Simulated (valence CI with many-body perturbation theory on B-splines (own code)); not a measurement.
# Co¹³⁺: magnetic and hyperfine properties of the levels

Computed by relativistic CI+MBPT: four valence electrons over a frozen Dirac-Fock core [Ne], radial functions for each j: 11 s, 11 p, 9 d, 7 f, 5 g, 2 h, 1 i, with the one-electron correlation potential Σ1, the two-electron term Σ2, the three-electron term Σ3, Breit, model QED; selected CI, second order for the rest (own B-spline code, finite nucleus).

No measured spectrum was set against this ion. As an estimate, levels of excited configurations hold to 0.05 to 0.15 % of their energy, terms of the ground configuration to about 0.5 %.

A/g_I is the dipole constant over the nuclear g factor μ/I (μ in nuclear magnetons, uniformly magnetised nucleus), B/Q the quadrupole constant per barn. Both hold the static response of the core; the bare values leave it out. Large factors of s and p1/2 electrons are usually good to 5 to 10 %; those of open d and f shells near neutrality can be off by tens of per cent, and small factors of p3/2, d and f electrons come from cancelling terms and can be off by a factor of two or in sign, in half-filled shells by more. B is blank for J = 1/2, where it vanishes, and for nearly pure S terms. Energies count from the lowest level. Levels with J = 0 are left out.

Names give the largest LS component (configuration and term), which can be under half, so a name can repeat, a term be missing and a line seem to break the LS rules; names also repeat where a configuration has a term twice.

```
          Level  E (eV)      g  A/g_I (MHz)  A/g_I bare  B/Q (MHz/b)  B/Q bare
   3s2.3p2 3P_1   1.468  1.500        -39.6         202         4720      4510
   3s2.3p2 3P_2   2.813  1.441         8180        7970        -6430     -6140
   3s2.3p2 1D_2   6.822  1.058         7960        7650        15800     15100
   3s.3p3 5S°_2  29.010  1.994        23700       22900                       
   3s.3p3 3D°_1  38.541  0.544       -13700      -13000         3780      3610
   3s.3p3 3D°_2  38.566  1.190        13700       13100         7270      6960
   3s.3p3 3D°_3  39.042  1.333        21600       20600        -1040      -979
   3s.3p3 3P°_1  44.265  1.461        29600       28200        -4240     -4050
   3s.3p3 3P°_2  44.372  1.447        21100       20200        -7410     -7080
   3s.3p3 1D°_2  48.602  1.034         9250        8880        -3270     -3090
   3s.3p3 3S°_1  55.380  1.759       -13800      -12300        -5.96     -2.54
3s2.3p.3d 3F°_2  57.187  0.671         7360        7090         7010      6840
3s2.3p.3d 3F°_3  58.217  1.084         4580        4550         7410      7240
   3s.3p3 1P°_1  58.679  1.233         -486        -140          175       174
3s2.3p.3d 3F°_4  59.769  1.250         2540        2630        11200     10900
3s2.3p.3d 3P°_2  64.582  1.267         2400        2550          702       767
3s2.3p.3d 3P°_1  65.741  1.069        -3600       -3060         2200      2160
3s2.3p.3d 1D°_2  66.484  1.147         2010        2110         -958      -833
3s2.3p.3d 3D°_1  67.458  0.936         3340        3370        -5540     -5340
3s2.3p.3d 3D°_3  67.782  1.327         4770        4800        -6310     -5940
3s2.3p.3d 3D°_2  67.851  1.247         4950        4980        -6980     -6690
3s2.3p.3d 1F°_3  74.069  1.003         3750        3710        10800     10500
3s2.3p.3d 1P°_1  75.943  0.993        -1160        -872         1460      1470
       3p4 3P_2  80.376  1.438         7450        7500         2780      2680
       3p4 3P_1  82.339  1.498         4410        4650        -2660     -2550
       3p4 1D_2  83.861  1.061         9630        9270       -13900    -13300
 3s.3p2.3d 5F_1  84.450  0.024       -17400      -16500         -845      -749
 3s.3p2.3d 5F_2  84.791  1.018         3510        3550         1190      1190
 3s.3p2.3d 5F_3  85.333  1.263         8460        8300         1760      1780
 3s.3p2.3d 5F_4  86.105  1.356        10500       10300        -47.4       108
 3s.3p2.3d 5F_5  87.089  1.398        12400       12000        -7830     -7280
 3s.3p2.3d 5D_1  87.733  1.482        14600       14200        -4610     -4450
 3s.3p2.3d 5D_2  87.891  1.474        14300       13900        -5090     -4890
 3s.3p2.3d 5D_3  88.132  1.469        14100       13700        -2570     -2440
```

Q: Take the isotope of mass number 60, with I = 5, μ = 3.799 μN and Q = 0.46 b. What is the hyperfine structure of 3s.3p3 3D°_2?

A: From the table A = 10400 MHz, B = 3350 MHz. Shifts from the centre of gravity in MHz: F = 3: -123000, F = 4: -83200, F = 5: -32200, F = 6: 30300, F = 7: 105000.
